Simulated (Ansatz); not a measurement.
```yaml
crystal:
  periodic: [false, false, false]
  atoms:
    - {symbol: Al, position_ang: [1.509243, -0.904967, -0.862764]}
    - {symbol: Al, position_ang: [-1.323586, 0.349986, -0.156802]}
    - {symbol: Te, position_ang: [0.936916, 1.232352, 0.896848]}
    - {symbol: Te, position_ang: [-0.928482, -1.924247, -1.248318]}
    - {symbol: Te, position_ang: [-2.741667, 2.334306, -0.169765]}
    - {symbol: Te, position_ang: [2.547577, -1.087419, 1.540800]}
basis:
  gaussian: {orbitals: def2-TZVPD, initial_orbitals: start.molden}
total_charge: -1
magnetization: {spin_polarized: true, initial_magnetization: 1}
hamiltonian: {xc: pbe0, dispersion: d4}
scf: {omitted_lower_state_checks: [starts]}
output: {orbitals: {seedname: orbitals}}
```

The file start.molden holds the orbitals of an earlier run on this structure, at another level or in another basis.

```sh
$ ansatz run in.yaml --threads 4 --pin off --events-out ev --progress --plain --max-ram 4787MiB
```

Task: Does this run fit into the memory that it is given?

Result: No. It has 322 basis functions, and Ansatz plans for 4.91 GiB where 4.67 GiB are given.
